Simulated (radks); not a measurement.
Neutral calcium, 20 electrons, occupied as [Ar] 4s2 (the NIST ground configuration). Method: Dirac Kohn-Sham, OLYP, spin-unpolarised, spherical densities, finite nucleus; Fermi nuclear charge, rms radius 3.4776 fm; computed with a radial shooting solver on a logarithmic mesh with Libxc functionals.

Unscreened Slater integrals over Kohn-Sham orbitals (hartree). Large and small components are both included.

\begin{tabular}{lr}
integral & value \\ \hline
F0(4s1/2,4s1/2) & 0.22120 \\
F0(4s1/2,3p3/2) & 0.28556 \\
G1(4s1/2,3p3/2) & 0.015872 \\
F0(4s1/2,3p1/2) & 0.28569 \\
G1(4s1/2,3p1/2) & 0.015714 \\
F0(4s1/2,3s1/2) & 0.28746 \\
G0(4s1/2,3s1/2) & 0.010578 \\
F0(3p3/2,3p3/2) & 0.71378 \\
F2(3p3/2,3p3/2) & 0.35898 \\
F0(3p3/2,3p1/2) & 0.71592 \\
G2(3p3/2,3p1/2) & 0.35994 \\
F0(3p3/2,3s1/2) & 0.74533 \\
G1(3p3/2,3s1/2) & 0.49543 \\
F0(3p1/2,3p1/2) & 0.71808 \\
F0(3p1/2,3s1/2) & 0.74775 \\
G1(3p1/2,3s1/2) & 0.49734 \\
F0(3s1/2,3s1/2) & 0.78132 \\
\end{tabular}
